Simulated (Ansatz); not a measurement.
Br$_{2}$H$_{2}$O$_{2}$Zr (`[OH][Zr]([OH])([Br])[Br]`), one more setting.

```yaml
crystal:
  periodic: [false, false, false]
  atoms:
    - {symbol: O, position_ang: [-1.183156, 0.712077, 0.988508]}
    - {symbol: Zr, position_ang: [-0.046769, 0.075478, -0.381453]}
    - {symbol: O, position_ang: [1.346113, -0.976004, 0.344947]}
    - {symbol: Br, position_ang: [-1.393545, -1.338177, -1.966603]}
    - {symbol: Br, position_ang: [0.958865, 2.041157, -1.585491]}
    - {symbol: H, position_ang: [-1.672682, 0.965329, 1.766391]}
    - {symbol: H, position_ang: [1.991184, -1.479870, 0.833691]}
basis:
  gaussian: {orbitals: def2-TZVPD}
magnetization: {spin_polarized: false, initial_magnetization: 2}
hamiltonian: {xc: {name: r2SCANh}, dispersion: d3bjatm}
```

```sh
$ ansatz run in.yaml --threads 4 --pin off --events-out ev --progress --plain --max-ram 11315MiB
```

It prints (some lines left out):

```
Functional definition: r2SCANh
  name "r2SCANh"
  cite "Bursch, Neugebauer, Ehlert & Grimme, J. Chem. Phys. 156, 134105 (2022) doi:10.1063/5.0086040"
  cite "Furness, Kaplan, Ning, Perdew & Sun, J. Phys. Chem. Lett. 11, 8208 (2020) doi:10.1021/acs.jpclett.0c02405"
  cite "Furness, Kaplan, Ning, Perdew & Sun, J. Phys. Chem. Lett. 11, 9248 (2020) doi:10.1021/acs.jpclett.0c03077"
  parent r2scan
  parameter a = 0.1
  parameter k0 = 0.174
  parameter k1 = 0.065
  parameter a1 = 4.9479
  exchange = (1 - a)*r2scan_x(k0 = k0, k1 = k1, a1 = a1) + a*exact_x
  correlation = r2scan_c
1665 factors; their error is unknown
mean field evaluation 1: about -145487.7873 eV, gradient 8.9e1 eV
mean field evaluation 2: about -145386.6475 eV, gradient 2.1e2 eV
mean field evaluation 4: about -145497.2818 eV, gradient 4.0e1 eV
mean field evaluation 8: about -145501.6490 eV, gradient 3.0e0 eV
mean field evaluation 16: about -145501.9306 eV, gradient 1.0e-1 eV
mean field evaluation 32: about -145501.9306 eV, gradient 3.9e-5 eV
mean field -145501.93062355 eV, -5347.0973256645 hartree, gradient 4.7e-6 eV, S^2 2.000000; 12 other end points of the search recorded, 0 dependent functions left out
reference -145501.93065991 eV, -5347.0973270010 hartree; 51, 49 occupied and 201, 203 virtual orbitals, 1665 factors
Total energy: -145501.99431433 eV, -5347.0996662576 hartree
```

It took 2.6 min on 4 threads of an Arm Neoverse V2 on a shared host, with 2 GiB of host memory at the peak.
